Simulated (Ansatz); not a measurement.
C₈H₈O₃, SMILES `COc1ccc(C(=O)O)cc1` at its PBE0-D4/def2-TZVP geometry, where that method's forces vanish. Total charge 0; spin multiplicity 1.

```xyz
19

C    -2.4408   -0.9136   -2.1998
O    -2.0923   -1.2724   -0.8830
C    -1.0241   -0.6763   -0.3229
C    -0.7226   -1.0685    0.9836
C     0.3516   -0.5130    1.6369
C     1.1491    0.4439    1.0067
C     2.2867    1.0064    1.7522
O     2.5924    0.7044    2.8784
O     2.9844    1.9201    1.0482
C     0.8443    0.8297   -0.2923
C    -0.2351    0.2778   -0.9616
H    -1.6349   -1.1453   -2.9037
H    -2.6894    0.1503   -2.2716
H    -3.3188   -1.5051   -2.4521
H    -1.3508   -1.8118    1.4588
H     0.5983   -0.8066    2.6499
H     3.6961    2.2149    1.6318
H     1.4586    1.5711   -0.7869
H    -0.4527    0.5939   -1.9725
```

(1) What forces (eV/Å) does PBE-D4/def2-TZVPP give on these atoms in Ansatz 0.2.0? (Best estimate.)

Results:

(1) Computed: 
```
C1  -0.079  0.058 -0.250
O2  -0.373 -0.420  0.238
C3   0.076  0.050  0.027
C4  -0.109 -0.151  0.127
C5   0.018 -0.083  0.200
C6   0.194  0.106  0.108
C7  -0.467 -0.120 -0.532
O8   0.312 -0.348  1.231
O9   0.078  0.447 -0.785
C10  0.069  0.141 -0.174
C11  0.014  0.110 -0.204
H12  0.166 -0.037 -0.171
H13 -0.053  0.232 -0.039
H14 -0.188 -0.123 -0.063
H15 -0.139 -0.166  0.108
H16  0.056 -0.063  0.222
H17  0.342  0.136  0.292
H18  0.130  0.160 -0.110
H19 -0.047  0.072 -0.226
```
